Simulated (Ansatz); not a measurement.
`Cc1cc(-c2sc(-c3sc(-c4sc(-c5sc(-c6sc(C#C[Si](C)(C)C)cc6C)cc5C)cc4C)cc3C)cc2C)sc1C#C[Si](C)(C)C`. The state is a singlet with charge 0. Geometry PBE-D4/def2-SVP; atoms count from 1.

```xyz
90

C    -8.389   -6.052    3.895
C    -7.524   -5.549    2.777
C    -6.537   -4.541    2.911
C    -5.849   -4.231    1.733
C    -4.820   -3.238    1.553
S    -4.485   -2.140    2.880
C    -3.224   -1.312    1.984
C    -2.485   -0.202    2.526
S    -1.307    0.602    1.502
C    -0.868    1.738    2.763
C     0.145    2.734    2.522
S     1.313    2.492    1.235
C     2.102    4.024    1.557
C     3.242    4.435    0.776
S     4.170    3.229   -0.092
C     5.258    4.432   -0.760
C     6.354    4.096   -1.635
S     7.448    5.373   -2.130
C     8.411    4.269   -3.095
C     9.533    4.734   -3.804
C    10.520    5.165   -4.417
Si   11.991    5.829   -5.317
C    13.471    4.706   -4.968
C    12.319    7.581   -4.682
C    11.612    5.859   -7.171
C     7.883    2.979   -3.018
C     6.729    2.862   -2.200
C     6.009    1.563   -1.978
C     4.894    5.699   -0.294
C     3.768    5.723    0.567
C     3.199    6.986    1.145
C     1.462    4.671    2.618
C     0.361    3.963    3.170
C    -0.473    4.494    4.300
C    -1.631    1.492    3.907
C    -2.542    0.409    3.792
C    -3.445   -0.022    4.913
C    -3.101   -1.886    0.715
C    -3.986   -2.962    0.454
C    -4.012   -3.707   -0.850
S    -6.442   -5.225    0.415
C    -7.601   -6.033    1.460
C    -8.456   -7.020    0.940
C    -9.216   -7.881    0.473
Si  -10.355   -9.151   -0.231
C   -10.310   -9.001   -2.115
C    -9.773  -10.869    0.308
C   -12.100   -8.820    0.419
H    -9.061   -6.859    3.546
H    -9.016   -5.238    4.315
H    -7.773   -6.451    4.728
H    -6.317   -4.040    3.865
H    13.274    3.671   -5.313
H    14.375    5.079   -5.495
H    13.695    4.669   -3.882
H    12.526    7.575   -3.592
H    13.195    8.025   -5.198
H    11.443    8.238   -4.860
H    11.394    4.839   -7.548
H    12.478    6.260   -7.739
H    10.732    6.498   -7.386
H     8.336    2.133   -3.553
H     6.467    0.754   -2.578
H     4.937    1.629   -2.260
H     6.039    1.249   -0.912
H     5.433    6.610   -0.591
H     3.469    7.108    2.217
H     3.584    7.874    0.606
H     2.091    6.998    1.086
H     1.798    5.637    3.015
H    -0.228    4.000    5.265
H    -1.555    4.331    4.119
H    -0.305    5.580    4.436
H    -1.509    2.058    4.839
H    -4.518    0.078    4.640
H    -3.269    0.593    5.816
H    -3.285   -1.086    5.189
H    -2.369   -1.527   -0.023
H    -3.194   -3.366   -1.513
H    -4.970   -3.556   -1.391
H    -3.900   -4.802   -0.702
H   -10.986   -9.748   -2.581
H    -9.286   -9.174   -2.503
H   -10.633   -7.992   -2.440
H   -10.437  -11.655   -0.109
H    -9.781  -10.962    1.413
H    -8.741  -11.066   -0.044
H   -12.450   -7.811    0.122
H   -12.130   -8.880    1.526
H   -12.815   -9.567    0.016
```

Single mean-field runs in def2-SVP are fitted with def2-universal-jkfit.

Q: Estimate the Mulliken populations of the heavy atoms from the PBE0/def2-SVP orbitals of Ansatz.

A: 
```
atom  charge (e)
  C1        0.02
  C2       -0.04
  C3       -0.06
  C4       -0.09
  C5       -0.07
  S6        0.10
  C7       -0.08
  C8       -0.08
  S9        0.13
 C10       -0.09
 C11       -0.10
 S12        0.13
 C13       -0.10
 C14       -0.09
 S15        0.11
 C16       -0.08
 C17       -0.09
 S18        0.16
 C19       -0.16
 C20        0.16
 C21       -0.41
Si22        0.53
 C23       -0.33
 C24       -0.33
 C25       -0.33
 C26        0.03
 C27       -0.14
 C28        0.01
 C29       -0.05
 C30       -0.09
 C31        0.01
 C32       -0.03
 C33       -0.10
 C34        0.01
 C35       -0.03
 C36       -0.13
 C37        0.01
 C38       -0.05
 C39       -0.11
 C40        0.01
 S41        0.14
 C42       -0.17
 C43        0.13
 C44       -0.42
Si45        0.53
 C46       -0.33
 C47       -0.32
 C48       -0.33
```
Mulliken values depend strongly on the basis.

Q: And the Mayer bond orders between heavy atoms (over 0.3, the first 40 of 53)?

A: C1–C2 1.10 (1.50 Å); C2–C3 1.31 (1.42 Å); C2–C42 1.46 (1.41 Å); C3–C4 1.45 (1.40 Å); C4–C5 1.17 (1.44 Å); C4–S41 1.12 (1.75 Å); C5–S6 1.11 (1.75 Å); C5–C39 1.46 (1.41 Å); S6–C7 1.11 (1.75 Å); C7–C8 1.19 (1.44 Å); C7–C38 1.45 (1.40 Å); C8–S9 1.11 (1.76 Å); C8–C36 1.47 (1.41 Å); S9–C10 1.12 (1.75 Å); C10–C11 1.15 (1.44 Å); C10–C35 1.46 (1.40 Å); C11–S12 1.11 (1.75 Å); C11–C33 1.49 (1.41 Å); S12–C13 1.12 (1.75 Å); C13–C14 1.15 (1.44 Å); C13–C32 1.46 (1.40 Å); C14–S15 1.11 (1.75 Å); C14–C30 1.48 (1.41 Å); S15–C16 1.11 (1.75 Å); C16–C17 1.18 (1.44 Å); C16–C29 1.45 (1.40 Å); C17–S18 1.13 (1.75 Å); C17–C27 1.46 (1.41 Å); S18–C19 1.10 (1.75 Å); C19–C20 1.06 (1.41 Å); C19–C26 1.46 (1.40 Å); C20–C21 2.71 (1.24 Å); C21–Si22 0.85 (1.85 Å); Si22–C23 1.02 (1.89 Å); Si22–C24 1.02 (1.89 Å); Si22–C25 1.02 (1.89 Å); C26–C27 1.30 (1.42 Å); C27–C28 1.09 (1.50 Å); C29–C30 1.32 (1.42 Å); C30–C31 1.09 (1.50 Å).
